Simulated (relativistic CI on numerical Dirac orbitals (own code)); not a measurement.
d1 to d9 in one octahedral field

Computed with a parametric ligand-field model without spin-orbit coupling, by exact diagonalisation: B = 840, C = 3770, 10Dq = 15800 cm⁻¹ (Oh; |10Dq|/B = 18.8) for every shell. Energies in cm⁻¹; the field energy is (0.6 n_e − 0.4 n_t2) × 10Dq of the ground term; g labels are left out.

| Shell | Ground term | Electrons in e | Field energy | First spin-allowed bands | Lowest term of other spin |
| --- | --- | --- | --- | --- | --- |
| d1 | 2T2 | 0.000 | -6320 | 2E 15800 |  |
| d2 | 3T1 | 0.041 | -11994 | 3T2 14321, 3T1 25442 | 1T2 13075 |
| d3 | 4A2 | 0.000 | -18960 | 4T2 15800, 4T1 23490 | 2E 17330 |
| d4 | 5E | 1.000 | -9480 | 5T2 15800 | 3T1 6323 |
| d5 | 6A1 | 2.000 | 0 | none | 4T1 14421 |
| d6 | 5T2 | 2.000 | -6320 | 5E 15800 | 1A1 71 |
| d7 | 4T1 | 2.041 | -11994 | 4T2 14321, 4T1 25442 | 2E 1940 |
| d8 | 3A2 | 2.000 | -18960 | 3T2 15800, 3T1 23490 | 1E 14001 |
| d9 | 2E | 3.000 | -9480 | 2T2 15800 |  |

Every shell keeps the spin of the free ion. Only d4 to d7 can choose; the field needed to pair spins is smallest for d6 and largest for d5, which loses most exchange energy. In the strong-field picture 10Dq must exceed about 6B + 5C = 23890 (d4), 7.5B + 5C = 25150 (d5), 2.5B + 4C = 17180 (d6) and 4B + 4C = 18440 (d7); mixing of terms shifts these bounds somewhat. High-spin d^(n+5) repeats the spin-allowed bands of d^n, since the half-filled shell is spherical.
